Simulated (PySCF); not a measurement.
F₂Sb, charge +1, singlet, at a GFN2-xTB geometry (core potentials on Sb); PBE/def2-SVP (PySCF).

The PySCF input:
```python
from pyscf import gto, scf, dft

mol = gto.Mole()
mol.atom = '''
    Sb    0.30909700    0.14576016    0.11713826
    F    -1.01713081    0.56899201   -1.18080934
    F    -0.73441883   -1.39496627    0.51702590
'''
mol.basis = 'def2-svp'
mol.ecp = {'Sb': 'def2-svp'}
mol.charge = 1
mol.verbose = 4
mol.build()

mf = dft.RKS(mol)
mf.xc = 'pbe'
mf.DIIS = scf.ADIIS
mf.kernel()
```

The log (banner, timings and long lists left out):

```
PySCF version 2.14.0

[INPUT] verbose = 4
[INPUT] num. atoms = 3
[INPUT] num. electrons = 40
[INPUT] charge = 1
[INPUT] spin (= nelec alpha-beta = 2S) = 0
[INPUT] symmetry False subgroup None
[INPUT] Mole.unit = angstrom
[INPUT] Symbol           X                Y                Z      unit          X                Y                Z       unit  Magmom
[INPUT]  1 Sb     0.309097000000   0.145760160000   0.117138260000 AA    0.584108675925   0.275446782273   0.221359230108 Bohr   0.0
[INPUT]  2 F     -1.017130810000   0.568992010000  -1.180809340000 AA   -1.922098663757   1.075239065966  -2.231406257928 Bohr   0.0
[INPUT]  3 F     -0.734418830000  -1.394966270000   0.517025900000 AA   -1.387850449424  -2.636104203306   0.977037350307 Bohr   0.0

nuclear repulsion = 131.516648562037
number of shells = 22
number of NR pGTOs = 109
number of NR cGTOs = 54
basis = def2-svp
ecp = {'Sb': 'def2-svp'}

******** <class 'pyscf.dft.rks.RKS'> ********
method = RKS
initial guess = minao
damping factor = 0
level_shift factor = 0
DIIS = <class 'pyscf.scf.diis.ADIIS'>
diis_start_cycle = 1
diis_space = 8
diis_damp = 0
SCF conv_tol = 1e-09
SCF conv_tol_grad = None
SCF max_cycles = 50
direct_scf = True
direct_scf_tol = 1e-13
XC library pyscf.dft.libxc version 7.1.2
    S. Lehtola, C. Steigemann, M. J. T. Oliveira, and M. A. L. Marques,  SoftwareX 7, 1–5 (2018)
XC functionals = pbe
    J. P. Perdew, K. Burke, and M. Ernzerhof,  Phys. Rev. Lett. 77, 3865 (1996)
    J. P. Perdew, K. Burke, and M. Ernzerhof,  Phys. Rev. Lett. 78, 1396 (1997)
    J. P. Perdew, K. Burke, and M. Ernzerhof,  Phys. Rev. Lett. 77, 3865 (1996)
    J. P. Perdew, K. Burke, and M. Ernzerhof,  Phys. Rev. Lett. 78, 1396 (1997)
radial grids:
    Treutler-Ahlrichs [JCP 102, 346 (1995); DOI:10.1063/1.469408] (M4) radial grids

becke partition: Becke, JCP 88, 2547 (1988); DOI:10.1063/1.454033
pruning grids: <function nwchem_prune>
grids dens level: 3
symmetrized grids: False
atomic radii adjust function: <function treutler_atomic_radii_adjust>
small_rho_cutoff = 0
Set gradient conv threshold to 3.16228e-05
Initial guess from minao.
tot grids = 50488
init E= -414.6463431624
  HOMO = -0.863292472291208  LUMO = -0.816990473468586  gap/eV = 1.25994
cycle= 1 E= -438.075988211205  delta_E= -23.4  |g|= 2.68  |ddm|= 9.89
  HOMO = -0.401107226130719  LUMO = -0.217925016384051  gap/eV = 4.98464
cycle= 2 E= -437.47999452111  delta_E= 0.596  |g|=  3.1  |ddm|= 6.17
  HOMO = -0.514828044149331  LUMO = -0.360795726774811  gap/eV = 4.19143
cycle= 3 E= -439.259140758661  delta_E= -1.78  |g|= 0.497  |ddm|= 2.75
  HOMO = -0.63332710901398  LUMO = -0.475479561038664  gap/eV = 4.29525
cycle= 4 E= -439.256827515714  delta_E= 0.00231  |g|= 0.526  |ddm|= 0.993
  HOMO = -0.545830294679644  LUMO = -0.443782779164298  gap/eV = 2.77685
cycle= 5 E= -439.25814761309  delta_E= -0.00132  |g|= 0.44  |ddm|= 0.577
  HOMO = -0.569311126262275  LUMO = -0.419199190020493  gap/eV = 4.08475
cycle= 6 E= -439.296365178453  delta_E= -0.0382  |g|= 0.128  |ddm|= 0.523
  HOMO = -0.56523871083435  LUMO = -0.440058310524957  gap/eV = 3.40633
cycle= 7 E= -439.296945515847  delta_E= -0.00058  |g|= 0.126  |ddm|= 0.299
  HOMO = -0.57465849906934  LUMO = -0.435363605758809  gap/eV = 3.79041
cycle= 8 E= -439.30010817395  delta_E= -0.00316  |g|= 0.0474  |ddm|= 0.14
  HOMO = -0.564296357895026  LUMO = -0.432339303979727  gap/eV = 3.59073
cycle= 9 E= -439.299828948785  delta_E= 0.000279  |g|= 0.0603  |ddm|= 0.0687
  HOMO = -0.569251623730384  LUMO = -0.433444118344614  gap/eV = 3.69551
cycle= 10 E= -439.300499052429  delta_E= -0.00067  |g|= 0.00743  |ddm|= 0.0354
  HOMO = -0.571412899153157  LUMO = -0.433803976070518  gap/eV = 3.74453
cycle= 11 E= -439.300401316967  delta_E= 9.77e-05  |g|= 0.0234  |ddm|= 0.0206
  HOMO = -0.5705143214077  LUMO = -0.433803977634195  gap/eV = 3.72008
cycle= 12 E= -439.300496441247  delta_E= -9.51e-05  |g|= 0.00807  |ddm|= 0.0109
  HOMO = -0.569923412022938  LUMO = -0.433755512120896  gap/eV = 3.70532
cycle= 13 E= -439.300508884201  delta_E= -1.24e-05  |g|= 0.000707  |ddm|= 0.00533
  HOMO = -0.569908958678812  LUMO = -0.43366684564548  gap/eV = 3.70734
cycle= 14 E= -439.300507851127  delta_E= 1.03e-06  |g|= 0.00238  |ddm|= 0.00237
  HOMO = -0.569892299754153  LUMO = -0.433675303686581  gap/eV = 3.70665
cycle= 15 E= -439.30050886928  delta_E= -1.02e-06  |g|= 0.000758  |ddm|= 0.00117
  HOMO = -0.569885209889797  LUMO = -0.433691343085844  gap/eV = 3.70602
cycle= 16 E= -439.300508983233  delta_E= -1.14e-07  |g|= 0.000133  |ddm|= 0.000644
  HOMO = -0.569910621646712  LUMO = -0.433706611922734  gap/eV = 3.70630
cycle= 17 E= -439.300508959316  delta_E= 2.39e-08  |g|= 0.000372  |ddm|= 0.000356
  HOMO = -0.569902861566162  LUMO = -0.433705200924802  gap/eV = 3.70613
cycle= 18 E= -439.300508983656  delta_E= -2.43e-08  |g|= 0.000119  |ddm|= 0.00018
  HOMO = -0.569900056544442  LUMO = -0.433703602515131  gap/eV = 3.70609
cycle= 19 E= -439.300508984723  delta_E= -1.07e-09  |g|= 9.18e-05  |ddm|= 2.22e-05
  HOMO = -0.569898311347731  LUMO = -0.433702954434281  gap/eV = 3.70606
cycle= 20 E= -439.300508986221  delta_E= -1.5e-09  |g|= 2.69e-05  |ddm|= 4.88e-05
  HOMO = -0.56989670452648  LUMO = -0.43370215625843  gap/eV = 3.70604
cycle= 21 E= -439.300508986336  delta_E= -1.14e-10  |g|= 7.86e-06  |ddm|= 1.64e-05
  HOMO = -0.56989538865391  LUMO = -0.433700310594752  gap/eV = 3.70606
Extra cycle  E= -439.300508986342  delta_E= -6.25e-12  |g|= 5.16e-06  |ddm|= 1.86e-05
converged SCF energy = -439.300508986342
```
